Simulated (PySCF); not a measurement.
# Computed properties of Si(F)(OH)2(OSiH3) (FH5O3Si2), SMILES O[Si](F)(O[SiH3])O

FH₅O₃Si₂, SMILES O[Si](O[SiH3])(F)O. The structure is a stationary point at ωB97X-D3(BJ)/def2-SVP. The values are those of a single conformer. All values are computed for the isolated molecule unless a solvent is named; none is compared with measurement here.

**Structure.** All 27 harmonic modes at ωB97X-D3(BJ)/def2-SVP (PySCF) are real, so it is a minimum. With heavy atoms numbered as in [OH:1][Si:2]([OH:3])([F:4])[O:5][SiH3:6], the shortest bond between them is Si2–F4 at 1.618 Å and the longest O5–Si6 at 1.671 Å.

**Vibrations.** The strongest infrared lines (harmonic, unscaled, degenerate partners summed) lie at 1122 cm⁻¹ (431 km/mol, O 66 %, Si 23 %, H 11 %), 1017 cm⁻¹ (367 km/mol, Si 41 %, O 30 %, H 27 %), 1000 cm⁻¹ (318 km/mol, H 60 %, Si 24 %, O 15 %). The softest mode is at 37 cm⁻¹ and the zero-point energy is 39.5 kcal/mol.

**Electronic structure.** HF/def2-TZVP (PySCF) places the frontier levels at -12.68 and 2.89 eV, a gap of 15.57 eV, and gives a dipole moment of 1.28 D and a mean polarisability of 49.2 bohr³. PBE/def2-TZVP (PySCF) at the same geometry gives -7.51 and -0.98 eV, so its gap is 9.04 eV narrower. An orbital gap is neither the optical nor the fundamental gap.

**Excitations.** TDDFT-CAM-B3LYP/def2-SVPD (PySCF) has S1 at 7.68 eV (161 nm, f = 0.002, weak); the most intense of the 10 singlets computed lies at 9.25 eV (f = 0.07). T1 (TDA) is at 7.30 eV. TDDFT-PBE/def2-SVPD (PySCF) puts S1 at 6.42 eV. No vertical singlet excitation falls in the visible range (under 3.1 eV).

**NMR.** GIAO shifts at B3LYP/pcSseg-1 (PySCF) (non-relativistic, atoms alike by connectivity averaged): ¹H from 2.3 to 5.2 ppm against TMS; ²⁹Si from -85.8 to -38.0 ppm against TMS; ¹⁹F at -158.8 ppm against CFCl3.
